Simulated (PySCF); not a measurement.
## IF⁻ from Hartree–Fock to correlated methods

State: ²Σ⁺ (doublet), unpaired electrons σ ↑. Set-up: basis I def2-SVPD with ECP28, F def2-SVPD; scalar-relativistic core potentials; PySCF 2.14. De refers to I + F⁻ in their high-spin ground configurations, without counterpoise correction. The functionals are run spin-unrestricted. A positive dipole points towards F; it is taken about the centre of mass and depends on that origin.

```csv
Level,Re (Å),ωe (cm⁻¹),De (eV),μ (D)
UHF,2.349,305,n/a,-4.24
UHF-MP2,2.360,298,1.53,n/a
UHF-SCS-MP2,2.363,295,1.45,n/a
PBE,2.428,245,2.00,-3.55
PW91,2.423,248,2.01,-3.54
r²SCAN,2.410,257,2.02,-3.48
PBE0,2.374,277,1.88,-3.52
B97-3,2.412,260,1.75,-3.72
HSE06,2.378,275,1.90,-3.51
B2PLYP,2.387,281,1.67,-3.84
```

(1) What does a quarter of exact exchange do here, going from PBE to PBE0?

(2) What does the step from GGA to meta-GGA do here, going from PBE to r²SCAN?

(3) What does second-order correlation do here, going from UHF to UHF-MP2?

Correlated steps freeze 5 core orbitals. Correlated levels converge slowly with the basis: in double zeta they bind strong bonds too weakly, by up to about 1 eV, and carry superposition errors of some tenths. Spin–orbit coupling is left out, which matters for elements this heavy, above all for dissociation energies. For an ion De counts to the pair picked by the measured ionisation energies or electron affinities, which need not be the lowest pair at this level. B2PLYP dipoles, levels and charges come from its SCF part alone. The state was picked by a PBE0 search and need not be the measured ground state.

Answers

(1) PBE0 less PBE: -5.4 pm in Re, +13.1 % in ωe, -0.12 eV in De. Exact exchange removes part of the self-interaction that spreads semilocal densities, and in most molecules shortens and stiffens the bond and lowers De; so it does here.

(2) r²SCAN less PBE: -1.8 pm in Re, +4.9 % in ωe, +0.02 eV in De. 

(3) UHF-MP2 less UHF: +1.1 pm in Re, -2.3 % in ωe. Correlation nearly always deepens the well. The bond lengthens, as in strong covalent bonds, where excitations into antibonding orbitals dominate.
